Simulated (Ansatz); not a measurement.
Z-matrix (Å, degrees):
```
Si
O 1 1.640
O 1 1.637 2 114.4
Sn 1 3.235 2 79.2 3 131.9
O 1 1.634 2 106.3 3 -116.2
O 1 1.611 2 105.4 3 120.5
H 2 0.958 1 116.9 3 75.3
H 3 0.958 1 116.0 2 85.6
H 4 1.701 1 91.1 2 65.9
H 4 1.703 1 124.8 2 -175.0
H 4 1.702 1 100.3 2 -48.1
H 5 0.958 1 116.1 2 156.7
```

Charge 0, multiplicity 1. Sn takes the def2 core potential.

Question: List the B3LYP/def2-TZVPP orbital energies in eV (Ansatz 0.2.0). (An estimate is asked.)

Answer: The calculation gave: Occupied: -1799.97, -520.40, -520.37, -520.35, -519.94, -144.24, -139.08, -99.59, -99.59, -99.58, -93.97, -93.90, -93.89, -28.68, -28.20, -28.19, -28.09, -28.08, -27.94, -27.12, -27.02, -25.57, -15.68, -14.53, -14.27, -14.09, -11.67, -10.84, -10.24, -10.22, -9.79, -9.61, -9.46, -9.12, -8.78, -8.53, -8.25. Lowest empty: -0.78, -0.01, 0.61, 0.92, 1.07, 1.47, 1.69, 2.31.

B3LYP here is the variant with VWN-RPA as its local correlation; programs differ in this.
